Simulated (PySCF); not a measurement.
FH₈NOSi₃, SMILES F[SiH](N[SiH3])O[SiH3].

The structure is a stationary point at B3LYP-D3(BJ)/def2-SVP. One conformer was computed; it need not be the lowest.

The numbers are results of TDA-CAM-B3LYP/def2-SVPD in PySCF, not measurements.

Vertical excitations. The molecule is in vacuum.

Computed excitation energies, oscillator strengths and character:
| state | energy (eV) | λ (nm) | f | main pairs |
|---|---|---|---|---|
| S1 | 6.76 | 184 | 0.017 | HOMO→LUMO 81 % |
| S2 | 7.48 | 166 | 0.025 | HOMO→LUMO+2 55 %, HOMO→LUMO+1 22 %, HOMO→LUMO+4 12 % |
| S3 | 7.80 | 159 | 0.026 | HOMO−1→LUMO 25 %, HOMO→LUMO+1 16 %, HOMO−1→LUMO+1 15 %, HOMO→LUMO+2 8 % |
| S4 | 7.88 | 157 | 0.017 | HOMO−1→LUMO 29 %, HOMO−1→LUMO+1 18 %, HOMO→LUMO+1 12 %, HOMO→LUMO+5 6 % |
| S5 | 7.98 | 155 | 0.020 | HOMO→LUMO+5 23 %, HOMO→LUMO+4 17 %, HOMO−2→LUMO 16 %, HOMO−2→LUMO+1 9 % |
| S6 | 8.03 | 154 | 0.001 | HOMO→LUMO+4 46 %, HOMO→LUMO+5 16 %, HOMO→LUMO+3 7 % |
| T1 | 6.38 | 194 | 0 | HOMO→LUMO 74 % |
| T2 | 7.32 | 169 | 0 | HOMO→LUMO+2 47 %, HOMO→LUMO+1 29 % |
Triplets are in the Tamm–Dancoff approximation.
